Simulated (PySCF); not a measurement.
A small calculation by hand: refractive index and permittivity of the vapour

trans-(1R,2R)-1-chloro-2-ethynylcyclopropane (C₅H₅Cl), SMILES C#C[C@H]1C[C@H]1Cl.

Coordinates come from a PBE0-D3(BJ)/def2-SVP optimisation.

PBE/def2-TZVP run with PySCF gives a mean static polarisability of 67.8 bohr³ and a dipole moment of 1.85 D. Take an ideal gas at 298.15 K and 0.01 bar, whether or not the substance is that volatile.

Question: Work out n − 1 in the optical limit and the static ε − 1.

Answer: 
Polarisability volume α' = 67.8 × 0.148185 = 10.05 Å³. Number density N = p/kT = 2.43e-7 Å⁻³.
Dilute limit of Lorentz–Lorenz: n − 1 = 2π N α' = 1.5e-5.
Orientation term of Debye: μ²/(3kT) = 8.098 Å³ × μ²(D²) = 27.71 Å³.
ε − 1 = 4π N (α' + μ²/3kT) = 0.00012. Orientation of the dipole supplies 73 % of the static response; it can't follow optical fields. Vibrational polarisation and dispersion are left out.
